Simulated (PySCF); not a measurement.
In(Cl)(vinyl)2 (C4H6ClIn), SMILES [CH]([In]([CH]=C)[Cl])=C. Coordinates come from a PBE-D3(BJ)/def2-SVP optimisation. The def2 effective core potentials stand for the cores of In; spin–orbit coupling is left out. The values are those of a single conformer.

Computed equilibrium geometry at PBE-D3(BJ)/def2-SVP (PySCF confirms it by a frequency run) as bond lengths and angles, and its point group (one conformer of several):
point group Cs.
Atoms: In1 Cl2 C3 C4 H5 H6 H7 C8 C9 H10 H11 H12. Bonds (Å): In1–Cl2 2.401, In1–C3 2.147, In1–C8 2.147, C3–C4 1.347, C3–H5 1.105, C4–H6 1.106, C4–H7 1.104, C8–C9 1.347, C8–H10 1.105, C9–H11 1.106, C9–H12 1.105. Bond angles (°): Cl2–In1–C3 112.7, Cl2–In1–C8 108.1, C3–In1–C8 139.2, In1–C3–C4 123.3, In1–C3–H5 117.2, C4–C3–H5 119.4, C3–C4–H6 121.8, C3–C4–H7 122.9, H6–C4–H7 115.3, In1–C8–C9 119.2, In1–C8–H10 120.9, C9–C8–H10 119.9, C8–C9–H11 121.9, C8–C9–H12 121.7, H11–C9–H12 116.5.
